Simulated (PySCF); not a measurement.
## From computed data to an observable: oscillator strength and radiative lifetime

C₃H₈BNO, SMILES NB1[C@H](CO1)C.

Geometry: TPSSh-D3(BJ)/def2-SVP. The structure was generated by enumeration; whether it is a known compound was not checked. One conformer was computed; it need not be the lowest.

PySCF with TDA-PBE/def2-SVPD puts the first singlet state with f over 0.02 at 6.92 eV (vertical), with the transition dipole (0.349, 0.030, -0.066) in atomic units.

**Question.** Find the oscillator strength, the wavelength and the radiative lifetime that this transition would have in vacuum if emission retraced absorption.

**Answer.** 
|μ|² = 0.1271 au, so |μ| = 0.91 D. ΔE = 6.92/27.211 = 0.2543 hartree. f = (2/3) ΔE |μ|² = 0.022 (the program prints 0.022).
λ = 1239.84/6.92 = 179 nm; ν = 55814 cm⁻¹.
Einstein's coefficient A = 0.6670 ν² f s⁻¹ (ν in cm⁻¹) = 4.5e7 s⁻¹, so τ = 1/A = 22 ns. This state is S5; the lower singlets have f = 0.016, 0.011, 0.008, 0.000. The figure is the radiative limit of this one transition; relaxation, internal conversion, crossing to triplets and a medium change what is measured.
